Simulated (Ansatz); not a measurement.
The cluster Be₇, relaxed as a singlet with RKS r2SCAN/def2-TZVP in Ansatz, starting from the GFN1-xTB geometry. Force threshold 0.02 eV/Å.

The structure comes from a short search, and lower isomers may exist.

Start:

```xyz
7

Be    1.584   -0.372    0.591
Be    1.273    0.892   -0.982
Be    0.450   -1.932    0.746
Be   -0.656    1.482   -0.671
Be   -1.394   -1.629    0.120
Be   -1.997    0.088   -0.614
Be    0.739    1.471    0.810
```

```csv
step,energy (eV),largest force component (eV/Å),SCF passes
1,-2798.9849,0.956,37
2,-2799.2395,0.353,25
3,-2799.3964,0.590,25
4,-2799.5618,0.822,25
5,-2799.7887,1.042,25
6,-2800.0714,1.152,24
7,-2800.3743,1.011,28
8,-2800.6348,0.503,24
9,-2800.8021,0.438,27
10,-2800.8338,0.292,26
11,-2800.8662,0.100,26
12 (rejected),-2800.7764,1.021,25
13,-2800.8713,0.036,27
14,-2800.8717,0.016,28
15,-2800.8718,0.009,28
16,-2800.8804,0.213,24
17,-2800.9210,0.465,24
18,-2801.0564,0.574,23
19,-2801.2435,0.430,25
20,-2801.3678,0.418,28
21,-2801.4596,0.243,28
22,-2801.4770,0.152,24
23,-2801.4827,0.071,25
24,-2801.4837,0.038,27
25,-2801.4840,0.005,18
```

Force components are those of the run's own axes.

End:

```xyz
7

Be    1.4974   -0.5577    0.8295
Be    0.6286    0.2045   -0.8484
Be    0.0027   -1.8554    0.0540
Be   -0.9360    1.4481   -0.5303
Be   -0.6422   -0.2169    0.8527
Be   -1.5595   -0.5587   -0.8224
Be    1.0090    1.5362    0.4649
```

Bonds formed: Be1–Be5, Be2–Be5, Be3–Be6, Be4–Be5 (atoms count from 1). The end is the same structure that another start reached, the lowest one found.

The force fell under the threshold at step 14, but the optimiser went on and released 0.612 eV more. No frequencies were taken in this run, so the end may be a saddle point.

It took 35 s on 4 threads of Arm Neoverse V1 on a shared host.
